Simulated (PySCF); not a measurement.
Dipole moment (D) of eight silicon and germanium compounds: PBE beside r2SCAN, computed with PySCF for isolated molecules in the bases named; differences from unrounded values. The eight are the first of their class met in an unordered collection, after screening for sound electronic states; none was chosen by its value, except that the dipole had to exceed 0.05 D. Each molecule has one DFT geometry for both levels.

```json
[
 {"molecule": "C3H8O2Si, SMILES [C@@H]1(CO[SiH2]C1)O", "basis": "def2-TZVP", "r2SCAN": "2.85", "PBE": "2.79", "difference": "-0.06"},
 {"molecule": "CH₆ClNSi₃, SMILES [Si@@H]1([SiH3])N=C[Si@@H]1Cl", "basis": "def2-TZVP", "r2SCAN": "0.88", "PBE": "0.82", "difference": "-0.06"},
 {"molecule": "Si(CCH)2(F)(Me) (C₅H₅FSi), SMILES C#C[Si](C)(F)C#C", "basis": "def2-TZVP", "r2SCAN": "2.06", "PBE": "2.00", "difference": "-0.06"},
 {"molecule": "CH8FNOSi2, SMILES C[Si@H](N)[Si@@H](O)F", "basis": "def2-TZVP", "r2SCAN": "0.58", "PBE": "0.57", "difference": "-0.01"},
 {"molecule": "Si(GeH3)(H)2(OH) (GeH6OSi), SMILES O[SiH2][GeH3]", "basis": "def2-TZVPD", "r2SCAN": "1.04", "PBE": "1.01", "difference": "-0.03"},
 {"molecule": "Si(H)(Cl)(Me)(NH2) (CH6ClNSi), SMILES C[SiH](N)Cl", "basis": "def2-TZVP", "r2SCAN": "2.01", "PBE": "1.98", "difference": "-0.03"},
 {"molecule": "B2H6O4Si, SMILES OB([SiH2]B(O)O)O", "basis": "def2-TZVP", "r2SCAN": "2.35", "PBE": "2.34", "difference": "-0.01"},
 {"molecule": "C2H7FSeSi, SMILES C[Si](C)(F)[SeH]", "basis": "def2-TZVP", "r2SCAN": "2.69", "PBE": "2.57", "difference": "-0.12"}
]
```

PBE lies below r2SCAN in 8 and above it in 0 of the eight; the mean signed difference is -0.05 and the largest -0.12 D.
